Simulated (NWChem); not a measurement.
A series in which one site is exchanged, each optimised at PBE0/def2-SVP with NWChem, gas phase unless a solvent is named. For some, no frequency run checked for a minimum. def2 effective core potentials on I; no spin-orbit coupling.

A: [MgH][I] (MgHI; site = Mg)
B: [I][BeH] (BeHI; site = Be)
C: [ZnH][I] (ZnHI; site = Zn)
D: [SeH]I (HSeI; site = Se)

```csv
quantity,A,B,C,D
"dipole (D), PBE0/def2-SVP",1.33,…,1.61,0.91
"orbital gap (eV), PBE0/def2-SVP",6.45,…,7.03,3.88
"static polarisability, PBE/def2-SVPD (bohr³)",69.9,…,65.3,66.6
"lowest singlet excitation, PBE/def2-SVPD, TDA (eV)",4.71,…,5.10,2.23
```

### Question
Fill in the missing entries.

### Answer

- dipole (D), PBE0/def2-SVP, B: 0.12
- orbital gap (eV), PBE0/def2-SVP, B: 7.14
- static polarisability, PBE/def2-SVPD (bohr³), B: 54.0
- lowest singlet excitation, PBE/def2-SVPD, TDA (eV), B: 5.25
